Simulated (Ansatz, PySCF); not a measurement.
Caution: the highest occupied level lies above zero, so the state may not be bound. This singlet lies 0.75 eV below the relaxed triplet at the level frozen-core CCSD(T)/aug-cc-pVTZ // B3LYP-D3(BJ)/def2-TZVPD (Ansatz, a program for electronic structure).

B3LYP has the VWN-RPA correlation part, as in Gaussian. 

Z-matrix (Å, degrees):
```
N
H 1 1.0024
H 1 1.0331 2 114.42
B 1 1.4260 2 123.72 3 180.00
O 4 1.3884 1 115.74 2 179.98
H 5 0.9925 4 112.54 1 0.00
```
Charge -1, spin multiplicity 1.

Question: What HOMO and total energy does B3LYP-D3(BJ)/def2-TZVPD in PySCF 2.14.0 give?

Answer: 
| Quantity | Value |
|---|---|
| HOMO | 1.02 eV |
| total energy | -156.7361 Ha |
